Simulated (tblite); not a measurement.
C3H10O2Si2.
Geometry (GFN2-xTB, Å), atoms numbered from 1 in this order:
```
atom  x, y, z in Å
O1     0.4157    0.7632   -0.3513
C2     0.6271   -0.1019    0.4656
C3    -0.4579   -0.8485    1.1781
C4    -1.7306   -0.8659    0.3445
Si5   -2.1897    0.8595   -0.3436
O6     1.8538   -0.4414    0.8053
Si7    3.1563    0.3383    0.1038
H8    -0.6352   -0.3149    2.1179
H9    -0.0981   -1.8491    1.4314
H10   -2.5420   -1.2592    0.9559
H11   -1.6014   -1.5607   -0.4859
H12   -1.7988    1.9108    0.5926
H13   -1.7607    1.0626   -1.7196
H14   -3.6663    0.8515   -0.3621
H15    4.2062   -0.3964    0.7944
H16    3.1197    0.1114   -1.3346
H17    3.0948    1.7526    0.4470
```

Computed values, GFN2-xTB/tblite, gas phase, harmonic and unscaled. The method is semi-empirical: single wavenumbers can be off by several per cent or more. Modes of hydrogen on silicon can be 10 to 20 % off. One conformer, not necessarily the lowest.

Harmonic wavenumbers (cm⁻¹): 40.2, 65.9, 91.7, 139.9, 150.1, 188.1, 272.2, 286.8, 389.9, 534.9, 547.6, 585.1, 593.2, 619.5, 679.5, 699.6, 739.8, 747.3, 768.1, 774.3, 793.2, 802.9, 837.3, 864.0, 925.9, 957.3, 1083.1, 1096.9, 1175.4, 1232.2, 1280.2, 1331.4, 1443.9, 1491.7, 1726.0, 2155.5, 2273.6, 2317.9, 2325.8, 2327.5, 2339.0, 2934.0, 2962.8, 2987.2, 3004.1.

A = 4564, B = 867.6, C = 757.7 MHz; mass 134.022 u (most abundant isotopes); point group C1, symmetry number 1.

Task: Zero-point energy?

Result: Half the sum of the wavenumbers: 25791 cm⁻¹ = 308.53 kJ/mol.

Task: What is S at 298.15 K and 1 bar for an ideal gas of classical rigid rotors and harmonic oscillators?

Result: Translation 169.94, rotation 121.59, vibration 126.93: S = 418.5 J/(mol K).

Task: And Cp and H(298.15 K) − H(0)?

Result: Cp = 164.42 J/(mol K), of which vibrations give 131.17 (their classical limit is 45 R = 374.2); H(298.15 K) − H(0) = 29.55 kJ/mol without the zero-point energy, 19.64 from vibrations.

Task: Which modes carry the vibrational entropy at 298.15 K?

Result: 40.2 cm⁻¹: 21.96; 65.9 cm⁻¹: 17.87; 91.7 cm⁻¹: 15.16; 139.9 cm⁻¹: 11.74; 150.1 cm⁻¹: 11.18; 188.1 cm⁻¹: 9.40 J/(mol K); the other 39 give 39.62 together.

Task: How do the functions run with temperature in this model?

Result: 
| T (K) | S (J/(mol K)) | Cp (J/(mol K)) | H − H(0) (kJ/mol) | G − H(0) (kJ/mol) | ln q(vib) |
| --- | --- | --- | --- | --- | --- |
| 50 | 247.8 | 57.8 | 2.17 | -10.22 | 0.65 |
| 100 | 295.0 | 79.6 | 5.64 | -23.86 | 2.00 |
| 373.15 | 458.6 | 194.0 | 43.02 | -128.12 | 9.33 |
| 500 | 521.3 | 234.1 | 70.30 | -190.34 | 12.65 |
| 750 | 627.2 | 287.9 | 136.08 | -334.34 | 18.86 |
| 1000 | 715.1 | 322.4 | 212.68 | -502.45 | 24.53 |

q(vib) and H(0) count from the zero-point level.

Hindered rotation and anharmonicity are outside this model. Other conformers, if any are populated, would add a mixing term that is left out. The structure is chiral; the term R ln 2 for an equal mix with its mirror image is left out.
